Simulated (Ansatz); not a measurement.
H₁₂Si₄Sn (`[SiH3][Sn]([SiH3])([SiH3])[SiH3]`) at its PBE0-D4/def2-TZVP geometry, where that method's forces vanish. The species carries charge 0 and has multiplicity 1. Sn takes the def2 core potential.

```xyz
17

Si   -1.8955    0.2352    1.7091
Sn   -0.0012   -0.0008   -0.0009
Si    1.7432    1.8337    0.3997
Si   -0.9531    0.2287   -2.3693
Si    1.1045   -2.2981    0.2599
H    -1.3617    0.0987    3.0907
H    -2.5441    1.5674    1.5791
H    -2.9232   -0.8176    1.4901
H     2.8543    1.7109   -0.5815
H     2.3056    1.7193    1.7719
H     1.1230    3.1774    0.2504
H     0.1369    0.1206   -3.3757
H    -1.6201    1.5483   -2.5306
H    -1.9502   -0.8435   -2.6309
H     0.1126   -3.3794    0.0163
H     2.2194   -2.4472   -0.7134
H     1.6496   -2.4535    1.6350
```

**Question.** What forces (eV/Å) does PBE-D4/def2-TZVPP give on these atoms in Ansatz? (An estimate is asked.)

**Answer.** Ansatz gave: 
```
Si1  0.030 -0.004 -0.026
Sn2  0.000  0.000  0.000
Si3 -0.027 -0.029 -0.006
Si4  0.015 -0.003  0.037
Si5 -0.017  0.036 -0.004
H6   0.048 -0.013  0.143
H7  -0.070  0.134 -0.008
H8  -0.108 -0.105 -0.017
H9   0.116 -0.007 -0.097
H10  0.061 -0.006  0.138
H11 -0.058  0.139 -0.014
H12  0.106 -0.011 -0.107
H13 -0.069  0.133 -0.023
H14 -0.102 -0.107 -0.032
H15 -0.097 -0.114 -0.024
H16  0.114 -0.021 -0.097
H17  0.058 -0.022  0.138
```
